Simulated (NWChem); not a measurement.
System: BI2 cation

```xyz
3

I     -1.9864    -0.0228     0.0206
B      0.0000     0.0000     0.0000
I      1.9864     0.0228    -0.0206
```
Atoms are numbered in this order, from 1.

Program: NWChem. All runs use the structure optimised with PBE-D3(BJ)/def2-SVP. def2 effective core potentials on I; no spin-orbit coupling. Vertical excitations in the gas phase; the lowest state need not have the same character in each row.

| level | lowest excitation, singlet (eV) | oscillator strength of that lowest state | orbital gap (eV) |
|---|---|---|---|
| PBE/def2-SVP, full TDDFT | 4.00 | 0.000 | 4.00 |
| B3LYP/def2-SVP, full TDDFT | ? | 0.000 | ? |
| LDA (Slater exchange, VWN5)/def2-SVP, full TDDFT | 3.96 | 0.000 | 3.96 |
| LRC-wPBEh/def2-SVP, full TDDFT | 4.26 | 0.000 | 9.13 |

Question: Fill in the missing entries.

Answer: 
- B3LYP/def2-SVP, full TDDFT, lowest excitation, singlet (eV): 4.18
- B3LYP/def2-SVP, full TDDFT, orbital gap (eV): 5.42
